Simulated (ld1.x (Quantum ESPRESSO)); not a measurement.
## F: ultrasoft pseudisation with PBE, scalar-relativistic reference atom.

F, ultrasoft, made with ld1.x (Quantum ESPRESSO) 7.5 (PBE, scalar-relativistic). Core [He], reference 2s1.75 2p5.25. Waves: 2s (bound): rcut 0.55, rcutus 0.75 bohr; 2s channel at 0.05 Ry: rcut 0.55, rcutus 0.75 bohr; 2p (bound): rcut 1.50, rcutus 1.60 bohr; 2p channel at 4.35 Ry: rcut 1.50, rcutus 1.60 bohr; 3d channel at 0.05 Ry: rcut 1.00, rcutus 1.30 bohr; 3d channel at 0.25 Ry: rcut 1.00, rcutus 1.30 bohr. Local part: all-electron potential smoothed inside 1.55 bohr (lloc = -1). Core correction: Bessel-smoothed model core inside 0.75 bohr. Augmentation charge: PSQ, inside the norm-conserving radii.

All-electron outer shells of the reference configuration (PBE, scalar-relativistic, ld1.x):

```csv
shell,level (eV),outermost node (bohr),outermost maximum (bohr)
1s,-663.53,–,0.11
2s,-30.02,0.24,0.76
2p,-11.22,–,0.71
```

Problem. Estimate the cutoffs (Ry, on a coarse ladder) from which the occupation-weighted sum of valence levels, in a spherical-Bessel basis at the reference potential, stays within 10 and 1 mRy of its value at 400 Ry.

Solution. 45 Ry and 70 Ry.

Problem. What does a ghost test show?

Solution. No extra level below or beside the all-electron valence levels (s, p, d, f tested).

Problem. Is the overlap operator S = 1 + Σ q|β⟩⟨β| positive definite (Bessel basis up to 400 Ry)?

Solution. Yes: its lowest eigenvalue is 0.04 (s channel).

Problem. Tests: 2s2 2p5; 2s2 2p4; 2s2 2p3; 2s1 2p6; 2s2 2p2; 2s2 2p5.3; 2s1 2p5. Which has the largest error in its energy relative to the reference configuration, and how large is it?

Solution. 2s2 2p2, with +141 meV (all-electron minus pseudo) on +113.71 eV.
